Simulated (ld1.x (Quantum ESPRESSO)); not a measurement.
## Logarithmic derivatives: Ru, ultrasoft

| Quantity | Value |
| --- | --- |
| Element | Ru (Z = 44) |
| Generator | ld1.x (Quantum ESPRESSO) 7.5 |
| Type | ultrasoft |
| Functional | BLYP |
| Relativity | scalar-relativistic |
| Frozen core | [Kr] |
| Valence charge | 8 |
| Reference configuration | 4d7 5s0.5 5p0.5 |
| Partial waves | 5s (bound): rcut 2.15, rcutus 3.00 bohr; 5s channel at 1.7 Ry: rcut 2.15, rcutus 3.00 bohr; 5p (bound): rcut 3.70, rcutus 4.15 bohr; 5p channel at 0.35 Ry: rcut 3.70, rcutus 4.15 bohr; 4d (bound): rcut 1.25, rcutus 1.65 bohr; 4d channel at 0.45 Ry: rcut 1.25, rcutus 1.65 bohr |
| Local potential | all-electron potential smoothed inside 1.95 bohr (lloc = -2) |
| Core correction | none |
| Augmentation charge | PSQ, inside the norm-conserving radii |

The phase is arctan(r·u′/u) with u = r·R(r), unwrapped; energies in Ry, scanned from -2 to 5 Ry. A pole is an energy at which the radial function vanishes at the test radius. The pseudo phase is shifted by a multiple of π to meet the all-electron one at the reference energy, and phase errors are pseudo minus all-electron; the curves can meet again beyond the range given. Levels narrower than the energy grid can be missing from the lists of poles.

```
channel  radius (bohr)  reference energy (Ry)  poles, all-electron      poles, pseudo  unbroken range about the reference energy with phases within 0.05 rad  phase error 1 Ry above the reference energy (rad)
      s           4.53                  -0.36          -0.13, 2.25  -0.13, 2.25, 3.22                                                              below 3.1                                             -0.001
      p           4.53                  -0.10           0.38, 2.89   0.38, 2.27, 3.95                                                              below 1.2                                             -0.003
      d           4.53                  -0.43    -0.41, 1.35, 4.13  -0.41, 1.35, 4.13                                                        the whole range                                             +0.000
```

Phases in the s channel:

```
E (Ry)  all-electron   pseudo
 -2.00         1.399    1.399
 -1.52         1.366    1.366
 -1.04         1.294    1.294
 -0.56         0.849    0.849
 -0.08        -1.611   -1.611
  0.40        -1.869   -1.869
  0.88        -3.017   -3.020
  1.36        -4.460   -4.461
  1.84        -4.643   -4.643
  2.32        -4.723   -4.723
  2.80        -4.787   -4.792
  3.28        -4.884   -7.950
  3.76        -5.263   -8.261
  4.24        -7.423  -10.439
  4.72        -7.712  -10.838
```
